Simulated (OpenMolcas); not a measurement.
## Nd3+ in a point-charge field

Nd3+ among 6 point charges of -2 e arranged as a trigonal antiprism (D3d), 2.39 Å from the ion, with a polar angle of 51.5° against the regular 54.74°.
```
   0.0000    1.8692    1.4894  -2.00
  -1.6188   -0.9346    1.4894  -2.00
   1.6188   -0.9346    1.4894  -2.00
   0.0000   -1.8692   -1.4894  -2.00
   1.6188    0.9346   -1.4894  -2.00
  -1.6188    0.9346   -1.4894  -2.00
```

```
Program             : OpenMolcas
Method              : CASSCF
Basis               : ANO-RCC-VDZP [7s6p4d2f1g]
Scalar Hamiltonian  : DKH2, point nucleus
Active space        : 3 electrons in 7 orbitals (4f)
State averaging     : 2S+1 = 4 odd, 35 roots; 2S+1 = 2 odd, 89 roots kept (CI in the orbitals of an earlier block)
Spin-orbit coupling : RASSI with atomic mean-field integrals over the reference wave functions
```

The lowest spin-free states (labels of D3, the rotations of D3d), above the lowest:

```
State  Degeneracy  E (cm-1)  Free-ion L (%)
  4A2           1       0.0         I (100)
   4E           2       5.2         I (100)
  4A1           1      17.5         I (100)
   4E           2      76.2         I (100)
  4A2           1     322.9         I (100)
  4A1           1     339.6         I (100)
   4E           2     393.8         I (100)
   4E           2     447.8         I (100)
  4A1           1     473.3         I (100)
  2A2           1     14480         H (100)
   2E           2     14482         H (100)
  2A1           1     14527         H (100)
   2E           2     14528         H (100)
   4E           2     14577         F (100)
  4A2           1     14647         F (100)
   2E           2     14683         H (100)
  2A2           1     14689         H (100)
   2E           2     14735         H (100)
   4E           2     14751          F (99)
  4A1           1     14810         S (100)
```

The lowest levels with spin-orbit coupling:

```json
{"E (cm-1)": "0.0", "Degeneracy": "2", "Label": "E3/2", "2S+1": "4", "J": "4.50", "|mJ| (%)": "9/2 (78)", "g": "0.00 0.00 5.56"}
{"E (cm-1)": "6.9", "Degeneracy": "2", "Label": "E1/2", "2S+1": "4", "J": "4.50", "|mJ| (%)": "7/2 (93)", "g": "0.04 0.04 4.70"}
{"E (cm-1)": "103.6", "Degeneracy": "2", "Label": "E1/2", "2S+1": "4", "J": "4.50", "|mJ| (%)": "5/2 (97)", "g": "0.09 0.09 3.41"}
{"E (cm-1)": "314.4", "Degeneracy": "2", "Label": "E3/2", "2S+1": "4", "J": "4.50", "|mJ| (%)": "3/2 (78)", "g": "0.00 0.00 3.07"}
{"E (cm-1)": "372.3", "Degeneracy": "2", "Label": "E1/2", "2S+1": "4", "J": "4.50", "|mJ| (%)": "1/2 (90)", "g": "0.89 3.57 3.57"}
{"E (cm-1)": "2003", "Degeneracy": "2", "Label": "E3/2", "2S+1": "4", "J": "5.50", "|mJ| (%)": "9/2 (90)", "g": "0.00 0.00 8.04"}
{"E (cm-1)": "2016", "Degeneracy": "2", "Label": "E1/2", "2S+1": "4", "J": "5.50", "|mJ| (%)": "11/2 (78)", "g": "0.25 0.25 9.21"}
{"E (cm-1)": "2064", "Degeneracy": "2", "Label": "E1/2", "2S+1": "4", "J": "5.50", "|mJ| (%)": "7/2 (93)", "g": "0.34 0.34 6.28"}
{"E (cm-1)": "2208", "Degeneracy": "2", "Label": "E1/2", "2S+1": "4", "J": "5.50", "|mJ| (%)": "5/2 (74)", "g": "0.46 0.46 5.80"}
{"E (cm-1)": "2290", "Degeneracy": "2", "Label": "E3/2", "2S+1": "4", "J": "5.50", "|mJ| (%)": "3/2 (90)", "g": "0.00 0.00 3.49"}
{"E (cm-1)": "2335", "Degeneracy": "2", "Label": "E1/2", "2S+1": "4", "J": "5.50", "|mJ| (%)": "1/2 (89)", "g": "1.00 5.74 5.74"}
{"E (cm-1)": "4134", "Degeneracy": "2", "Label": "E1/2", "2S+1": "4", "J": "6.50", "|mJ| (%)": "11/2 (85)", "g": "0.30 0.30 11.06"}
{"E (cm-1)": "4152", "Degeneracy": "2", "Label": "E1/2", "2S+1": "4", "J": "6.50", "|mJ| (%)": "13/2 (65)", "g": "0.23 0.23 11.91"}
{"E (cm-1)": "4176", "Degeneracy": "2", "Label": "E3/2", "2S+1": "4", "J": "6.50", "|mJ| (%)": "9/2 (91)", "g": "0.00 0.00 9.36"}
{"E (cm-1)": "4321", "Degeneracy": "2", "Label": "E1/2", "2S+1": "4", "J": "6.50", "|mJ| (%)": "7/2 (59)", "g": "0.87 0.87 9.66"}
{"E (cm-1)": "4399", "Degeneracy": "2", "Label": "E1/2", "2S+1": "4", "J": "6.49", "|mJ| (%)": "5/2 (79)", "g": "0.79 0.79 6.12"}
{"E (cm-1)": "4462", "Degeneracy": "2", "Label": "E3/2", "2S+1": "4", "J": "6.50", "|mJ| (%)": "3/2 (91)", "g": "0.00 0.00 3.97"}
{"E (cm-1)": "4497", "Degeneracy": "2", "Label": "E1/2", "2S+1": "4", "J": "6.50", "|mJ| (%)": "1/2 (86)", "g": "1.19 7.66 7.66"}
{"E (cm-1)": "6348", "Degeneracy": "2", "Label": "E1/2", "2S+1": "4", "J": "7.50", "|mJ| (%)": "13/2 (72)", "g": "0.81 0.81 13.45"}
{"E (cm-1)": "6364", "Degeneracy": "2", "Label": "E3/2", "2S+1": "4", "J": "7.50", "|mJ| (%)": "9/2 (52)", "g": "0.00 0.00 13.77"}
```

Powder χT (cm3 K/mol): 1.1 at 2 K, 1.24 at 10 K, 1.39 at 50 K, 1.5 at 100 K, 1.6 at 200 K, 1.65 at 300 K. The effective moment at 300 K is 2.828 √(χT) = 3.63 μB.

Hund's rules give f3 the level 4I9/2 with g = 0.727, so an isolated free-ion multiplet has χT = g² J(J+1) / 8 = 1.636 cm3 K/mol. The computed 1.652 at 300 K differs by +1 %, through the field's splitting, the mixing of terms and any other multiplet in reach.

High states are left out of the spin-orbit mixing, which shifts the levels that they would mix with. Point charges carry no covalency, so the field is a model and not that of real ligands. The first state left out of the spin-orbit step lies near 49000 cm-1 above the lowest spin-free state of the reference (among the parities and spins computed), and the lists stop at four fifths of that energy or lower. No measured value stands beside these numbers.

The RASSCF and RASSI steps took 27 s on 1 thread of Arm Neoverse V2 (shared host); the integral step is not counted.
